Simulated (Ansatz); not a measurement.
Li₃PS₄. Total charge 0; singlet. Geometry r2SCAN-D4/def2-SVP.

```xyz
8

Li    0.325    0.599   -2.092
Li    0.600   -1.742    1.203
Li   -1.694   -0.189    0.007
P     0.472    1.308    0.890
S    -0.655    0.014    2.122
S    -0.883    1.947   -0.600
S     0.138   -1.602   -1.150
S     1.696   -0.335   -0.380
```

Another isomer (singlet) lies 0.18 eV lower at PBE0-D4/def2-TZVP; other spin states weren't run for this one.

Problem. Estimate the orbital energies around the gap (eV) in Ansatz with HF/STO-3G, LDA (SPW92)/def2-TZVPD, r2SCAN-D4/def2-TZVP, B97M-V/def2-TZVP, PBE0-D4/def2-TZVPD.

Solution. 
| orbital | HF/STO-3G | LDA (SPW92)/def2-TZVPD | r2SCAN-D4/def2-TZVP | B97M-V/def2-TZVP | PBE0-D4/def2-TZVPD |
| --- | --- | --- | --- | --- | --- |
| HOMO−5 | -7.54 | -6.47 | -6.60 | -6.61 | -7.45 |
| HOMO−4 | -7.53 | -6.18 | -6.28 | -6.29 | -7.15 |
| HOMO−3 | -7.23 | -5.99 | -6.08 | -6.10 | -6.94 |
| HOMO−2 | -7.05 | -5.99 | -6.07 | -6.10 | -6.91 |
| HOMO−1 | -6.41 | -5.47 | -5.58 | -5.61 | -6.42 |
| HOMO | -6.13 | -5.32 | -5.35 | -5.38 | -6.14 |
| LUMO | 3.24 | -2.60 | -2.22 | -2.13 | -1.57 |
| LUMO+1 | 3.74 | -2.12 | -1.77 | -1.67 | -1.13 |
| LUMO+2 | 4.51 | -1.37 | -0.73 | -1.14 | -0.75 |
| LUMO+3 | 5.46 | -1.15 | -0.53 | -0.92 | -0.55 |
| LUMO+4 | 5.70 | -1.06 | -0.46 | -0.53 | -0.16 |
| LUMO+5 | 7.35 | -0.68 | -0.04 | -0.31 | 0.01 |
